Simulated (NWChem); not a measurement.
Program: NWChem. System: Br₂Sn, charge 0, spin multiplicity 1, at a geometry optimised with PBE0/def2-SVP with def2 effective core potentials on Sn. The structure started from a generated list of species. Level: TD-PBE/def2-SVP with def2 effective core potentials on Sn.

NWChem printed:

```
             Northwest Computational Chemistry Package (NWChem) 7.3.0
             --------------------------------------------------------

                                NWChem Input Module
                                -------------------

 Scaling coordinates for geometry "geometry" by  1.889725989
 (inverse scale =  0.529177249)

 Turning off AUTOSYM since
 SYMMETRY directive was detected!

                             Geometry "geometry" -> ""
                             -------------------------

 Output coordinates in angstroms (scale by  1.889725989 to convert to a.u.)

  No.       Tag          Charge          X              Y              Z
 ---- ---------------- ---------- -------------- -------------- --------------
    1 Sn                  50.0000     0.00000000     0.00000000     0.95429600
    2 Br                  35.0000    -1.94177200     0.00000000    -0.68164000
    3 Br                  35.0000     1.94177200     0.00000000    -0.68164000

 Effective nuclear repulsion energy (a.u.)     896.3748793581

            Nuclear Dipole moment (a.u.)
            ----------------------------
        X                 Y               Z
 ---------------- ---------------- ----------------
     0.0000000000     0.0000000000     0.0000000000

      Symmetry information
      --------------------

 Group name             C2v
 Group number             16
 Group order               4
 No. of unique centers     2

      Symmetry unique atoms

     1    2


 Summary of "ao basis" -> "" (spherical)
 ------------------------------------------------------------------------------
       Tag                 Description            Shells   Functions and Types
 ---------------- ------------------------------  ------  ---------------------
 *                          def2-svp                  on all atoms

 Summary of "ao basis" -> "ao basis" (spherical)
 ------------------------------------------------------------------------------
       Tag                 Description            Shells   Functions and Types
 ---------------- ------------------------------  ------  ---------------------
 Sn                         def2-svp                10       26   4s4p2d
 Br                         def2-svp                12       32   5s4p3d

 Summary of "ao basis" -> "ao basis" (spherical)
 ------------------------------------------------------------------------------
       Tag                 Description            Shells   Functions and Types
 ---------------- ------------------------------  ------  ---------------------
 Sn                         def2-svp                10       26   4s4p2d
 Br                         def2-svp                12       32   5s4p3d

      Symmetry analysis of basis
      --------------------------

        a1         34
        a2         12
        b1         28
        b2         16

            General Information
            -------------------
          SCF calculation type: DFT
          Wavefunction type:  closed shell.
          No. of atoms     :     3
          No. of electrons :    92
           Alpha electrons :    46
            Beta electrons :    46
          Charge           :     0
          Spin multiplicity:     1
          Use of symmetry is: off; symmetry adaption is: on
          Maximum number of iterations: 100
          AO basis - number of functions:    90
                     number of shells:    34
          Convergence on energy requested:  1.00D-06
          Convergence on density requested:  1.00D-05
          Convergence on gradient requested:  5.00D-04

              XC Information
              --------------
          PerdewBurkeErnzerhof Exchange Functional  1.000
            Perdew 1991 LDA Correlation Functional  1.000 local
           PerdewBurkeErnz. Correlation Functional  1.000 non-local

             Grid Information
             ----------------
          Grid used for XC integration:  medium
          Radial quadrature: Mura-Knowles
          Angular quadrature: Lebedev.
          Tag              B.-S. Rad. Rad. Pts. Rad. Cut. Ang. Pts.
          ---              ---------- --------- --------- ---------
          Sn                  1.45      123           8.0       590
[...]
     Total Oscillator Strength                     0.0075575891

          sigma_e =   2.0063 Angstrom
          sigma_h =   2.3268 Angstrom
         |d_h->e| =   1.1243 Angstrom
            d_exc =   3.2687 Angstrom
            d_CD1 =   1.4448 Angstrom
            d_CD2 =  -1.0423 Angstrom
            d_CD3 =   4.3930 Angstrom
     Pearson C.C. =   0.0020

     Occ.   40  a1  ---  Virt.   47  b2   0.06466 X
     Occ.   42  a1  ---  Virt.   47  b2  -0.18552 X
     Occ.   46  a1  ---  Virt.   47  b2  -0.98177 X
  ----------------------------------------------------------------------------
  Root   3 singlet b1             0.135786668 a.u.                3.6949 eV
  ----------------------------------------------------------------------------
     Transition Moments    X  0.59646   Y  0.00000   Z -0.00000
     Transition Moments   XX  0.00000  XY -0.00000  XZ -1.51163
     Transition Moments   YY -0.00000  YZ  0.00000  ZZ -0.00000
     Dipole Oscillator Strength                    0.0322054164
     Electric Quadrupole                           0.0000000305
     Magnetic Dipole                               0.0000000020
     Total Oscillator Strength                     0.0322054489

          sigma_e =   2.0121 Angstrom
          sigma_h =   2.2780 Angstrom
         |d_h->e| =   1.3731 Angstrom
            d_exc =   3.3472 Angstrom
            d_CD1 =   1.6391 Angstrom
            d_CD2 =  -0.7720 Angstrom
            d_CD3 =   4.7203 Angstrom
     Pearson C.C. =  -0.0088

     Occ.   41  b1  ---  Virt.   48  a1   0.07610 X
     Occ.   44  a2  ---  Virt.   47  b2  -0.96382 X
     Occ.   44  a2  ---  Virt.   47  b2   0.06417 Y
     Occ.   45  b1  ---  Virt.   48  a1  -0.16597 X
     Occ.   46  a1  ---  Virt.   49  b1   0.20624 X
  ----------------------------------------------------------------------------
  Root   4 singlet b2             0.149040772 a.u.                4.0556 eV
  ----------------------------------------------------------------------------
     Transition Moments    X -0.00000   Y  0.33848   Z  0.00000
     Transition Moments   XX -0.00000  XY  0.00000  XZ -0.00000
     Transition Moments   YY  0.00000  YZ  2.01687  ZZ  0.00000
     Dipole Oscillator Strength                    0.0113836252
     Electric Quadrupole                           0.0000000717
     Magnetic Dipole                               0.0000010846
     Total Oscillator Strength                     0.0113847815

          sigma_e =   2.0077 Angstrom
          sigma_h =   2.2611 Angstrom
         |d_h->e| =   0.8090 Angstrom
            d_exc =   3.1429 Angstrom
            d_CD1 =   1.0624 Angstrom
            d_CD2 =  -1.3255 Angstrom
            d_CD3 =   3.9519 Angstrom
     Pearson C.C. =  -0.0088

     Occ.   40  a1  ---  Virt.   47  b2   0.07903 X
     Occ.   42  a1  ---  Virt.   47  b2   0.98058 X
     Occ.   46  a1  ---  Virt.   47  b2  -0.18219 X
  ----------------------------------------------------------------------------
  Root   5 singlet a1             0.156112291 a.u.                4.2480 eV
  ----------------------------------------------------------------------------
     Transition Moments    X  0.00000   Y -0.00000   Z  0.36665
     Transition Moments   XX -2.36415  XY -0.00000  XZ -0.00000
     Transition Moments   YY  1.34632  YZ -0.00000  ZZ -0.44770
     Dipole Oscillator Strength                    0.0139906553
     Electric Quadrupole                           0.0000000698
     Magnetic Dipole                               0.0000000000
     Total Oscillator Strength                     0.0139907251

          sigma_e =   2.0264 Angstrom
          sigma_h =   2.2267 Angstrom
         |d_h->e| =   1.1501 Angstrom
            d_exc =   3.2448 Angstrom
            d_CD1 =   1.3504 Angstrom
            d_CD2 =  -0.9764 Angstrom
            d_CD3 =   4.3949 Angstrom
     Pearson C.C. =  -0.0157

     Occ.   41  b1  ---  Virt.   49  b1   0.11914 X
     Occ.   42  a1  ---  Virt.   48  a1  -0.14674 X
     Occ.   43  b2  ---  Virt.   47  b2  -0.96413 X
     Occ.   43  b2  ---  Virt.   47  b2   0.06340 Y
     Occ.   45  b1  ---  Virt.   49  b1   0.09057 X
     Occ.   46  a1  ---  Virt.   48  a1   0.16840 X
  ----------------------------------------------------------------------------
  Root   6 singlet a2             0.177349965 a.u.                4.8259 eV
  ----------------------------------------------------------------------------
     Transition Moments    X -0.00000   Y -0.00000   Z  0.00000
     Transition Moments   XX -0.00000  XY -1.44250  XZ -0.00000
     Transition Moments   YY  0.00000  YZ  0.00000  ZZ  0.00000
     Dipole Oscillator Strength                    0.0000000000
     Electric Quadrupole                           0.0000000618
     Magnetic Dipole                               0.0000027920
     Total Oscillator Strength                     0.0000028538

          sigma_e =   1.9861 Angstrom
          sigma_h =   2.2422 Angstrom
         |d_h->e| =   1.1456 Angstrom
            d_exc =   3.2198 Angstrom
            d_CD1 =   1.4018 Angstrom
            d_CD2 =  -0.9685 Angstrom
            d_CD3 =   4.3654 Angstrom
     Pearson C.C. =  -0.0093

     Occ.   41  b1  ---  Virt.   47  b2   0.99851 X
  ----------------------------------------------------------------------------
  Root   7 singlet a1             0.191901322 a.u.                5.2219 eV
  ----------------------------------------------------------------------------
     Transition Moments    X  0.00000   Y  0.00000   Z  0.26011
     Transition Moments   XX -1.74709  XY -0.00000  XZ  0.00000
     Transition Moments   YY -0.15971  YZ -0.00000  ZZ  1.79728
     Dipole Oscillator Strength                    0.0086555814
     Electric Quadrupole                           0.0000001186
     Magnetic Dipole                               0.0000000000
     Total Oscillator Strength                     0.0086557000

          sigma_e =   2.2343 Angstrom
          sigma_h =   2.3211 Angstrom
         |d_h->e| =   1.2992 Angstrom
            d_exc =   3.5323 Angstrom
            d_CD1 =   1.3860 Angstrom
            d_CD2 =  -0.9786 Angstrom
            d_CD3 =   4.8315 Angstrom
     Pearson C.C. =  -0.0395

     Occ.   42  a1  ---  Virt.   48  a1  -0.13039 X
     Occ.   45  b1  ---  Virt.   49  b1   0.76034 X
     Occ.   46  a1  ---  Virt.   48  a1  -0.63418 X
  ----------------------------------------------------------------------------
  Root   8 singlet b1             0.194429941 a.u.                5.2907 eV
  ----------------------------------------------------------------------------
     Transition Moments    X  0.05586   Y -0.00000   Z  0.00000
     Transition Moments   XX -0.00000  XY -0.00000  XZ  0.62780
     Transition Moments   YY  0.00000  YZ  0.00000  ZZ  0.00000
     Dipole Oscillator Strength                    0.0004043965
     Electric Quadrupole                           0.0000000154
     Magnetic Dipole                               0.0000006692
     Total Oscillator Strength                     0.0004050811

          sigma_e =   2.2493 Angstrom
          sigma_h =   2.3229 Angstrom
         |d_h->e| =   1.2425 Angstrom
            d_exc =   3.4296 Angstrom
            d_CD1 =   1.3162 Angstrom
            d_CD2 =  -1.0435 Angstrom
            d_CD3 =   4.6722 Angstrom
     Pearson C.C. =   0.0226

     Occ.   42  a1  ---  Virt.   49  b1  -0.07122 X
     Occ.   45  b1  ---  Virt.   48  a1  -0.81434 X
     Occ.   46  a1  ---  Virt.   49  b1  -0.57402 X

              Target root =      1
          Target symmetry = none
      Ground state energy =  -5361.330695232155
        Excitation energy =      0.109707959645
     Excited state energy =  -5361.220987272511

  stored tddft:energy   -5361.2209872725107

 Task  times  cpu:       21.0s     wall:       21.0s

 Total times  cpu:       21.0s     wall:       21.0s
```

Q: Write an NWChem input that would produce this output.

A: One answer among several that fit: 
```
start mol
memory heap 200 mb stack 900 mb global 1100 mb
geometry units angstroms nocenter noautoz
  Sn     0.000000     0.000000     0.954296
  Br    -1.941772     0.000000    -0.681640
  Br     1.941772     0.000000    -0.681640
  symmetry group C2v
end
basis spherical
  * library def2-svp
end
ecp
  Sn library def2-ecp
end
dft
  xc xpbe96 cpbe96
  semidirect memsize 60000000 filesize 0
  iterations 100
end
tddft
  rpa
  nroots 8
  notriplet
  thresh 1e-4
end
task tddft energy
```
